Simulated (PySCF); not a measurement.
Species: C₅H₄F₂NP.
Z-matrix (Å and degrees, GFN2-xTB geometry), rows numbered from 1:
```
C 
C   1  1.4957
N   2  1.3134  1  115.76
C   3  1.3074  2  122.93  1   179.27
F   4  1.3397  3  114.97  2   179.86
C   4  1.3870  3  127.30  2     0.06
C   6  1.3772  4  118.83  3    -0.26
F   7  1.3475  6  117.26  4   179.94
P   7  1.7455  6  126.95  4     0.37
H   1  1.0876  2  111.08  3   157.41
H   1  1.0869  2  109.89  3    35.10
H   1  1.0902  2  109.42  3   -82.88
H   6  1.0784  4  120.48  3   179.66
```

Computed at PBE0/pcSseg-1 (PySCF, non-relativistic), with Q(14N) = 0.02044 b: N3, 14N (I = 1): χzz = -4.825 MHz, η = 0.129.

Q: Find the zero-field quadrupole resonance frequencies of 14N at N3.

A: From ν± = (3/4)|χ|(1 ± η/3) and ν0 = |χ|η/2: ν+ 3.775 MHz, ν− 3.463 MHz, ν0 0.312 MHz (pyridine-type nitrogen).

In a crystal, neighbours and librations shift these lines. Isolated species at its GFN2-xTB geometry, gas phase. GFN2-xTB bond lengths can be off by several hundredths of an ångström, more for odd bonds, and the gradients follow them. A larger basis could move these couplings by a tenth or more.

These values come from a run that also computed NMR shieldings. The run took 37 s wall on an Arm Neoverse N1 with one thread, no GPU, on a shared host, and the process peaked at 0.81 GiB of memory.
